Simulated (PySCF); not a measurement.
## Working out the ionisation energy of Co⁺

Co⁺ [Ar] 3d8 (3F) → Co²⁺ [Ar] 3d7 (4F). All numbers are calculated (PySCF 2.14, scalar relativity by spin-free X2C-1e, in x2c-QZVPPall). Frozen: [Ar]. Energies in hartree (1 hartree = 27.21139 eV):

| part | Co⁺ (lower) | Co²⁺ (upper) |
| --- | --- | --- |
| UHF | -1391.608962 | -1391.087963 |
| CCSD correlation | -0.272113 | -0.188726 |
| (T) | -0.010385 | -0.003812 |

Problem. What does Hartree-Fock give?

Solution. (-1391.087963) − (-1391.608962) = 0.520999 hartree = 14.177 eV.

Problem. What do CCSD and CCSD(T) give?

Solution. The CCSD correlation energies differ by 0.083387 hartree = 2.269 eV and the triples by 0.006573 hartree = 0.179 eV, so CCSD gives 16.446 eV and CCSD(T) 16.625 eV.

A first-order spin-orbit estimate adds -0.011 eV to CCSD(T) (valence), giving 16.614 eV against 17.084 eV (measured; NIST Atomic Spectra Database, ionization energies).

What remains against the reference includes basis incompleteness, the frozen core and higher excitations.
